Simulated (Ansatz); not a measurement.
Program: Ansatz. Geometries: PBE0-D4/def2-TZVP. ΔE: electronic, gas phase. CBS: MP2 limit from def2 TZ/QZ plus the TZ coupled-cluster correction, frozen cores. This one scheme is used for every species. DFT in def2-TZVPP. B3LYP here is the variant with VWN-RPA as its local correlation; programs differ in this. One conformer a species, not always the lowest.

`C[Si](N)(N)[SiH3]` + `F[BH][AlH2]` → `N[Si](N)([AlH2])[SiH3]` + `CBF`  (redistribution)

`C[Si](N)(N)[SiH3]`:

Z-matrix (Å, degrees):
```
C
Si 1 1.872
H 1 1.093 2 110.7
H 1 1.094 2 111.5 3 -119.8
H 1 1.094 2 110.6 3 119.7
N 2 1.722 1 105.4 3 -177.5
N 2 1.717 1 116.9 3 -60.3
Si 2 2.358 1 109.1 3 58.3
H 6 1.007 2 120.0 1 -33.4
H 6 1.008 2 119.9 1 -178.1
H 7 1.008 2 120.7 1 -64.1
H 7 1.006 2 121.4 1 86.4
H 8 1.492 2 110.8 1 46.2
H 8 1.494 2 112.6 1 -73.8
H 8 1.491 2 111.4 1 165.7
```

`F[BH][AlH2]`:

Cartesian coordinates in Å:
```
F 0.833 -1.012 -1.675
B 0.550 -0.903 -0.381
Al -0.506 0.822 0.379
H 0.931 -1.835 0.290
H -2.094 0.828 0.486
H 0.286 2.100 0.902
```

`N[Si](N)([AlH2])[SiH3]`:

```xyz
14

N     1.540    0.987    0.713
Si    0.074    0.377    0.025
N    -0.452    1.532   -1.142
Al   -1.862    0.001    1.520
Si    0.720   -1.703   -0.890
H     1.537    1.859    1.220
H     2.224    0.350    1.089
H    -1.432    1.670   -1.325
H     0.118    1.771   -1.939
H    -3.324    0.532    1.156
H    -1.697   -0.812    2.881
H     1.573   -1.546   -2.105
H    -0.493   -2.475   -1.289
H     1.474   -2.543    0.087
```

`CBF`:

```xyz
7

C     0.495   -0.127   -0.460
B    -0.627    0.153    0.576
F    -0.505    1.143    1.451
H     1.350    0.547   -0.382
H     0.083   -0.066   -1.474
H     0.845   -1.161   -0.356
H    -1.641   -0.489    0.645
```

(1) Is it downhill or uphill in electronic energy at CCSD(T)/CBS, and by how much? (Estimate.)

(2) What do these levels give: PBE0-D4, ωB97X-V, B2PLYP, PBE, B3LYP, MP2/def2-TZVPP, SCS-MP2/def2-TZVPP, CCSD/def2-TZVPP, MP2/def2-QZVPP, SCS-MP2/def2-QZVPP, HF/CBS(def2), CCSD/CBS(def2)? (An estimate is asked.)

Largest T1 diagnostic among the species: 0.014.

## Answers

(1) Ansatz gave: Downhill: ΔE = -40.7 kJ/mol.

(2) Ansatz gave: PBE0-D4 -48.2, ωB97X-V -39.5, B2PLYP -41.9, PBE -50.9, B3LYP -43.7, MP2/def2-TZVPP -39.8, SCS-MP2/def2-TZVPP -37.5, CCSD/def2-TZVPP -38.4, MP2/def2-QZVPP -40.3, SCS-MP2/def2-QZVPP -38.0, HF/CBS(def2) -36.3, CCSD/CBS(def2) -39.4 kJ/mol.

In def2-TZVPP, CCSD(T) changes the Hartree–Fock value by −3.1 kJ/mol (the triples alone add −1.3 kJ/mol) and MP2 by −3.3 kJ/mol.
